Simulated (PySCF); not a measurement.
vanadium atom (V), quartet. Base run: M06/3-21G in PySCF.

Geometry (Å):
```xyz
1

V      0.0000     0.0000     0.0000
```
Charge 0, spin multiplicity 4.
Orbitals are unrestricted.
All else is at PySCF's defaults.
Base energy -939.20158 Eh.

Variants of this job, named by their change:

```json
[
 {"change": "base", "ΔE vs base (µEh)": "0.0", "grid points": "20904", "electrons on the grid": "23.00000", "outcome": "converged"},
 {"change": "grids.prune = dft.gen_grid.sg1_prune", "ΔE vs base (µEh)": "-", "grid points": "-", "electrons on the grid": "-", "outcome": "input refused"},
 {"change": "grids.atom_grid = (50, 194)", "ΔE vs base (µEh)": "-9657", "grid points": "6208", "electrons on the grid": "23.00000", "outcome": "converged"},
 {"change": "grids.prune = off", "ΔE vs base (µEh)": "619", "grid points": "39064", "electrons on the grid": "23.00000", "outcome": "converged"},
 {"change": "grids.prune = dft.gen_grid.treutler_prune", "ΔE vs base (µEh)": "8247", "grid points": "20704", "electrons on the grid": "23.00000", "outcome": "converged"},
 {"change": "grids.radi_method = gauss_chebyshev", "ΔE vs base (µEh)": "-739", "grid points": "20064", "electrons on the grid": "23.00000", "outcome": "converged"},
 {"change": "grids.atom_grid = (99, 590)", "ΔE vs base (µEh)": "-669", "grid points": "29120", "electrons on the grid": "23.00000", "outcome": "converged"},
 {"change": "grids.becke_scheme = stratmann", "ΔE vs base (µEh)": "0.0", "grid points": "20904", "electrons on the grid": "23.00000", "outcome": "converged"},
 {"change": "grids.level = 2", "ΔE vs base (µEh)": "-829", "grid points": "13296", "electrons on the grid": "23.00000", "outcome": "converged"},
 {"change": "grids.radi_method = delley", "ΔE vs base (µEh)": "-536", "grid points": "20040", "electrons on the grid": "23.00001", "outcome": "converged"},
 {"change": "grids.level = 5", "ΔE vs base (µEh)": "-", "grid points": "-", "electrons on the grid": "-", "outcome": "not converged"}
]
```

Open shells are given as the SCF converged; they aren't shown to be the lowest states, and a large step between rows can be another state.

- grids.prune = dft.gen_grid.sg1_prune: ended with `IndexError: index 23 is out of bounds for axis 0 with size 19`
